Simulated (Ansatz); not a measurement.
Isolated molecules relaxed with PBE0-D4/def2-TZVP in Ansatz; ΔE leaves out vibrations. CBS: MP2 limit from def2 TZ/QZ plus the TZ coupled-cluster correction, frozen cores. This one scheme is used for every species. DFT in def2-TZVPP. HSE06 is defined as in plane-wave codes. Each species was taken in one conformer, which may not be the lowest.

`[BH2][AlH][OH]` + fluoromethane → `[OH][AlH][CH2]F` + BH₃  (formal exchange of groups at the Al–B bond)

Question: Is it downhill or uphill in electronic energy at CCSD(T)/CBS, and by how much? (Estimate.)

Answer: The calculation gave: Downhill: ΔE = -3.9 kJ/mol.

Question: What do these levels give: BLYP-D4, B97M-V, BHLYP-D4, ωB97M-V, PBE-QIDH, revPBE, HSE06, LC-ωPBE, CCSD(T)/def2-SVP, HF/def2-TZVPP, MP2/def2-TZVPP, HF/CBS(def2)? (An estimate is asked.)

Answer: Ansatz gave: BLYP-D4 -9.7, B97M-V -3.5, BHLYP-D4 -6.4, ωB97M-V -10.5, PBE-QIDH -1.8, revPBE 0.6, HSE06 1.0, LC-ωPBE -2.6, CCSD(T)/def2-SVP 4.1, HF/def2-TZVPP -2.1, MP2/def2-TZVPP -8.6, HF/CBS(def2) -2.2 kJ/mol.

Largest T1 diagnostic among the species: 0.012.

At CCSD(T), def2-SVP lies +8.0 kJ/mol from the extrapolated value and def2-TZVPP +1.3 kJ/mol. Leaving LDA and LC-ωPBE aside and taking each functional with its dispersion term where it has one, the values, not all of them listed here, spread over 10.7 kJ/mol, from ωB97M-V to HSE06-D4.
